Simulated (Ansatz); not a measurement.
A calculation with Ansatz (development build ahead of 0.2.0).

```yaml
crystal:
  periodic: [false, false, false]
  atoms:
    - { symbol: Li, position_ang: [1.34, 0.0, 3.3] }
    - { symbol: Li, position_ang: [-1.34, 0.0, 3.3] }
    - { symbol: Li, position_ang: [1.34, 0.0, 0.0] }
    - { symbol: Li, position_ang: [-1.34, 0.0, 0.0] }
basis:
  gaussian: { orbitals: cc-pVDZ }
hamiltonian:
  xc: hf
```

The input is written out in the form of the current development build from the run's settings.

Output:

```json
{"Converged": "yes", "Total energy": "-29.72396 hartree", "Spin squared of the determinant": "0.000"}
```
